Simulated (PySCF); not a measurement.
## Interval between two levels of In(3+) by level of theory

In(3+) [Kr] 4d10 → In(3+) [Kr] 4d9 5p1 [3F4, M_J = 4], as a difference of total energies. Calculation: PySCF 2.14, in x2c-TZVPall-2c with one added diffuse shell each of s, p, d, f type (9s10p6d3f, 90 functions); the two-component X2C-1e Hamiltonian. Correlated levels: [Ar] 3d10 frozen; the 6 highest virtual spinors dropped. "Screened" scales the spin-orbit matrix elements by Boettger's factors to mimic the two-electron term; Breit and QED terms are absent.

| method | interval between two levels (cm⁻¹) |
| --- | --- |
| GHF (spin-free) | 197520 |
| GMP2 (spin-free) | 200610 |
| GHF (screened spin-orbit) | 196330 |
| GMP2 (screened spin-orbit) | 199470 |

The labels give the starting determinants; with spin-orbit coupling the two ends relaxed to ⟨J²⟩ = 0.00, ⟨L²⟩ = 0.02, ⟨S²⟩ = 0.02 and ⟨J²⟩ = 20.01, ⟨L²⟩ = 12.02, ⟨S²⟩ = 2.02.
